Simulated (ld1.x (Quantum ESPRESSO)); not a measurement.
**B (Z = 5): one change to a TM potential, before and after**

ld1.x (Quantum ESPRESSO) 7.5 input, shortened:

```
&input
   title='B', zed=5., rel=0, dft='PZ', iswitch=3,
   config='[He] 2s1.75 2p1.25'
 /
 &inputp
   pseudotype=2, tm=.true., lloc=0,
   nlcc=.true., rcore=1.30
 /
2
2P  2  1   1.25   0.00  2.05  2.05  0.0
2S  1  0   1.75   0.00  1.35  1.35  0.0
 &test
   configts(1)='2s1.75 2p1.25'
 /
```

All-electron outer shells of the reference configuration (LDA (PZ), non-relativistic, ld1.x):

```json
{"shell": "2s", "level (eV)": "-9.51", "outermost node (bohr)": "0.46", "outermost maximum (bohr)": "1.52"}
{"shell": "2p", "level (eV)": "-3.84", "outermost node (bohr)": "–", "outermost maximum (bohr)": "1.55"}
```

Change: core correction a·sin(br)/r model core inside 0.94 bohr.

Cutoffs: the cutoffs (Ry, on a coarse ladder) from which the occupation-weighted sum of valence levels, in a spherical-Bessel basis at the reference potential, stays within 10 and 1 mRy of its value at 400 Ry; they do not see the model core or the augmentation charge, which bear on the density cutoff. Errors are all-electron minus pseudo energies relative to the spin-unpolarised reference configuration.

**Question.** Predict the effect on cutoff, ghosts and configuration errors.

**Answer.** The potential gets neither clearly harder nor softer (25 Ry and 55 Ry → 25 Ry and 55 Ry); of the 9 tests that both files solve, the error grows in 0 and shrinks in 7 by more than 15 % and 0.3 meV (median size 5.1 → 4.2 meV); neither file shows a bound ghost. A model core, the more so a compact one, raises the density cutoff, which this test does not measure.

| quantity | base | changed |
| --- | --- | --- |
| cutoff, loose | 25 Ry | 25 Ry |
| cutoff, tight | 55 Ry | 55 Ry |
| bound ghosts | none | none |
| error for 2s2 2p1, meV [ΔE -1.42 eV] | +0.2 | +0.1 |
| error for 2s2 2p0, meV [ΔE 6.91 eV] | +30 | +24 |
| error for 2s1 2p0, meV [ΔE 32.21 eV] | +139 | +99 |
| error for 2s2 2p0.5, meV [ΔE 1.53 eV] | +5.1 | +4.2 |
| error for 2s1 2p2, meV [ΔE 4.26 eV] | +2.1 | +1.7 |
| error for 2s2 2p1.3, meV [ΔE -2.19 eV] | -0.1 | -0.1 |
| error for 2s1 2p1, meV [ΔE 12.86 eV] | +1.5 | -0.1 |
| error for 2s1.75 2p1.25 (spin-polarised), meV [ΔE -0.56 eV] | +50 | +28 |
| error for 2s2 2p1 (spin-polarised), meV [ΔE -1.65 eV] | +21 | +12 |
| s: phases at 2.25 bohr within 0.05 rad from the reference energy up to (Ry; the scan ends near 5) | 3.0 | 3.0 |
| p: phases at 2.25 bohr within 0.05 rad from the reference energy up to (Ry; the scan ends near 5) | 2.5 | 2.5 |
